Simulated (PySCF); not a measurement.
# TeCl₂: from structure and modes to constants

Level of theory: PBE0/[Te def2-TZVP with ECP28, Cl def2-TZVP], scalar-relativistic core potentials, density fitting, no spin–orbit coupling, PySCF.

The singlet minimum has C2v symmetry. Masses (u): Te 129.90622, Cl 34.96885.

```xyz
3
charge 0 multiplicity 1, angstrom
Te    0.0000    0.0000   -0.5236
Cl    1.7687    0.0000    0.9778
Cl   -1.7687    0.0000    0.9778
```

Harmonic wavenumbers (cm⁻¹): 128.8 (a1, ×1), 374.1 (b2, ×1), 391.8 (a1, ×1).

Question: What is the harmonic zero-point energy?

Answer: Half the sum of all 3 wavenumbers, 895/2 = 447 cm⁻¹, which is 5.4 kJ/mol (1 cm⁻¹ = 0.0119627 kJ/mol).

Question: Find the vibrational entropy and heat capacity at 298.15 K.

Answer: With u = 1.43878 ω/T, each mode gives S = R[u/(eᵘ−1) − ln(1−e⁻ᵘ)] and C = R u² eᵘ/(eᵘ−1)².
```csv
ω (cm⁻¹),u,S (J/(mol K)),C (J/(mol K))
128.8,0.621,12.40,8.05
374.1,1.806,4.45,6.38
391.8,1.891,4.16,6.22
```
The sums over all modes are S = 21.0 and C = 20.7 J/(mol K); the softest mode gives 59 % of the entropy.
